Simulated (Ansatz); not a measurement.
Isolated molecules relaxed with PBE0-D4/def2-TZVP in Ansatz; ΔE leaves out vibrations. CCSD(T)/CBS is the MP2 limit (def2-TZVPP, def2-QZVPP) plus CCSD(T) − MP2 in def2-TZVPP, frozen cores. DFT in def2-TZVPP. B3LYP here is the variant with VWN-RPA as its local correlation; programs differ in this. Elements past krypton have def2 core potentials. For Sn outer-core shells are correlated without core-valence functions, which leaves a few kJ/mol of doubt a bond. One conformer a species, not always the lowest.

Consider the redistribution: `B[CH2][SnH2][F]` + `COC[SiH2]F` → `B[SiH2]COC` + `F[CH2][SnH2][F]`.

CCSD(T)/CBS gives +305.1 kJ/mol.

Another level gave +297.2 kJ/mol. Which?
A. PBE/def2-TZVPP
B. SCS-MP2/def2-TZVPP
C. r2SCAN/def2-TZVPP
D. B3LYP-D4/def2-TZVPP

C. r2SCAN 297.2, B3LYP-D4 290.6, SCS-MP2/def2-TZVPP 308.4, PBE 277.3 kJ/mol.

Largest T1 diagnostic among the species: 0.013.

From PBE to PBE0 (25 % exact exchange), in def2-TZVPP and without D4, ΔE moves by +8.4 kJ/mol. In def2-TZVPP, CCSD(T) changes the Hartree–Fock value by +8.3 kJ/mol (the triples alone add +1.5 kJ/mol) and MP2 by +28.7 kJ/mol.
